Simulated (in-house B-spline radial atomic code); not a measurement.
Results of a calculation; reference values are marked as such.
B in an electron gas of r_s = 3: phase shifts, screening, friction and resistivity

A nucleus sits in a uniform electron gas with a rigid positive background. The Kohn-Sham equations are solved self-consistently in the spin-unpolarised LDA (PW92), non-relativistic, on B-splines with outgoing waves at the boundary and partial waves to l = 8. The model has no lattice, no bands and no magnetic solution. Atomic units; δ_l are the phase shifts at the Fermi level, counted so that each bound state adds π, and good to about 0.0005.

The density parameter is r_s = 3 bohr, near that of the valence electrons of Ag (1 per atom, density 10.5 g/cm³, mass 107.87 u, which gives r_s = 3.02).

```
l  δ_l (rad)
0     4.3638
1     1.1989
2    -0.0186
3    -0.0020
4     0.0003
5     0.0000
6     0.0001
7     0.0000
8     0.0001
```

Bound levels below the band bottom (hartree): s -6.115, s -0.03621.

(1) Check the Friedel sum rule, and say where the screening charge sits.

(2) Find the transport cross section and the electronic stopping of a 2 keV B ion (mass 10.81 u).

(3) What residual resistivity would 1 atomic per cent of such centres give in Ag?

(4) On a substitutional site the background of one host ion, a sphere holding 1 charge, is taken out. The phase shifts for l = 0 to 4 become 4.2905, 0.7866, -0.0583, -0.0100, -0.0006. What follows?

Answers

(1) k_F = (9π/4)^(1/3)/r_s = 0.63972. The rule is Z = (2/π) Σ (2l + 1) δ_l. The terms are s 2.778, p 2.290, d -0.059, f -0.009 and 0.004 beyond, in all 5.003 against Z = 5. Bound states hold 4 s, 0 p, 0 d electrons, so the scattering states carry 1.00 in all; where a term is smaller than its bound count, the bound level has drawn weight out of the band.

(2) σ_tr = (4π/k_F²) Σ (l + 1) sin²(δ_l − δ_(l+1)). The terms for l = 0 to 3 are 0.0005, 1.7606, 0.0008, 0.0000, all together 1.7620, so σ_tr = 30.707 × 1.7620 = 54.104 bohr². With n = 3/(4π r_s³) = 0.008842, the friction coefficient is Q = n k_F σ_tr = 0.3060. For v well below v_F = 0.640, dE/dx = Q v; with 24801 eV per u at v = 1, v = √(2000/(24801 × 10.81)) = 0.0864, so dE/dx = 0.02643 hartree/bohr = 13.6 eV/nm. The largest term couples the p and d waves.

(3) Δρ = k_F n_i σ_tr/n in atomic units of 21.74 μΩ·cm. With one host atom per 1 electron, n_i/n = 0.01/1, so Δρ = 0.6397 × 0.01000 × 54.104 × 21.74 = 7.52 μΩ·cm. This is an atom added to the gas, as on an interstitial site.

(4) The Friedel sum is now 4.00, for Z − 1 = 4. The sum in σ_tr is 1.2517, so σ_tr = 38.44 bohr² and Δρ = 5.35 μΩ·cm per atomic per cent, 0.71 times the value above. A real host ion scatters too, so this model doesn't give zero even for the host's own atom.
